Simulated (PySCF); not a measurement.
**Carbon: a sound run and one with changed settings**

Sound run: C⁺ [He] 2s2 2p1, C²⁺ [He] 2s2. All numbers are calculated (PySCF 2.14, the non-relativistic Hamiltonian (point nucleus), in aug-cc-pVDZ (4s3p2d, 23 functions)). The sound run starts from symmetry-adapted Hartree-Fock orbitals and uses a fine grid where one is needed.

Changed run: 26 angular points. This setting is unsound on purpose.

```json
{"species": "C⁺", "method": "UHF", "sound run (hartree)": "-37.29025", "changed run (hartree)": "-37.29025", "converged": "yes"}
{"species": "C⁺", "method": "TPSS", "sound run (hartree)": "-37.43841", "changed run (hartree)": "-37.43864", "converged": "yes"}
{"species": "C⁺", "method": "MN15", "sound run (hartree)": "-37.38698", "changed run (hartree)": "-37.38452", "converged": "yes"}
{"species": "C²⁺", "method": "UHF", "sound run (hartree)": "-36.40165", "changed run (hartree)": "-36.40165", "converged": "yes"}
{"species": "C²⁺", "method": "TPSS", "sound run (hartree)": "-36.51850", "changed run (hartree)": "-36.51850", "converged": "yes"}
{"species": "C²⁺", "method": "MN15", "sound run (hartree)": "-36.48826", "changed run (hartree)": "-36.48826", "converged": "yes"}
```

Ionisation energy of C⁺:

```json
{"method": "UHF", "sound run (eV)": "24.180", "changed run (eV)": "24.180"}
{"method": "TPSS", "sound run (eV)": "25.032", "changed run (eV)": "25.038"}
{"method": "MN15", "sound run (eV)": "24.455", "changed run (eV)": "24.388"}
```

A coarse angular grid integrates products of high-l functions wrongly, so density functionals can shift, and the SCF can exploit the error; Hartree-Fock and MP2 need no grid.

For comparison, NIST gives 24.383 eV between the lowest levels.
